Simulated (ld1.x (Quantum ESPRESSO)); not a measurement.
## Pm (Z = 61): one change to a TM semilocal potential, before and after

```
Element                 : Pm (Z = 61)
Generator               : ld1.x (Quantum ESPRESSO) 7.5
Type                    : norm-conserving Troullier–Martins (semilocal form)
Functional              : PBE
Relativity              : scalar-relativistic
Frozen core             : [Kr] 4d10 5s2
Valence charge          : 13
Reference configuration : 4f5 5p6 5d0 6s0.5 6p0 (charge +1.5)
Partial waves           : 6s (bound): rc 2.75 bohr; 5p (bound): rc 2.45 bohr; 4f (bound): rc 0.90 bohr; 5d (bound, empty): rc 3.25 bohr
Local potential         : the d channel
Core correction         : Bessel-smoothed model core inside 0.65 bohr
```

Change: wave 5p (bound): rc 2.45 bohr becomes 5p (bound): rc 3.60 bohr.

Cutoffs: the cutoffs (Ry, on a coarse ladder) from which the occupation-weighted sum of valence levels, in a spherical-Bessel basis at the reference potential, stays within 10 and 1 mRy of its value at 400 Ry; they do not see the model core or the augmentation charge, which bear on the density cutoff. Errors are all-electron minus pseudo energies relative to the spin-unpolarised reference configuration.

Q: What does the change do?

A: Of the 6 tests that both files solve, the error grows in 1 and shrinks in 2 by more than 15 % and 0.3 meV (median size 7.3 → 5.9 meV); neither file shows a bound ghost at the reference potential, the only one tested. A semilocal file is local in each channel, so a ghost entry of none says nothing of the separable form that plane-wave codes build from it.

| quantity | base | changed |
| --- | --- | --- |
| bound ghosts | none | none |
| tests counted (converged, no solver errors) | 6 of 7 | 6 of 7 |
| error for 4f5 5p6 5d0 6s2 6p0, meV [ΔE -10.67 eV] | +15 | +13 |
| error for 4f5 5p6 5d0 6s1 6p0, meV [ΔE -4.80 eV] | +2.5 | +2.1 |
| error for 4f5 5p6 5d0 6s0 6p0, meV [ΔE 6.14 eV] | -3.0 | -3.5 |
| error for 4f5 5p6 5d1 6s0 6p0, meV [ΔE -3.56 eV] | -10 | -11 |
| error for 4f5 5p6 5d0 6s1.5 6p0, meV [ΔE -8.33 eV] | +7.7 | +6.7 |
| error for 4f5 5p6 5d1 6s1 6p0, meV [ΔE -8.82 eV] | +6.8 | +5.2 |

Base: Tests not counted: 4f5 5p6 5d0 6s1 6p1 (solver errors, printed error -12.4 eV). These tests converged, but a pseudo level misses the all-electron one widely, so the file describes the atom poorly there or has found another state: 4f5 5p6 5d0 6s1 6p0: empty 6p by 3.7 eV; 4f5 5p6 5d0 6s0 6p0: empty 6p by 6.8 eV. Changed file: Tests not counted: 4f5 5p6 5d0 6s1 6p1 (solver errors, printed error -8.4 eV). These tests converged, but a pseudo level misses the all-electron one widely, so the file describes the atom poorly there or has found another state: 4f5 5p6 5d0 6s1 6p0: empty 6p by 3.7 eV; 4f5 5p6 5d0 6s0 6p0: empty 6p by 6.8 eV.
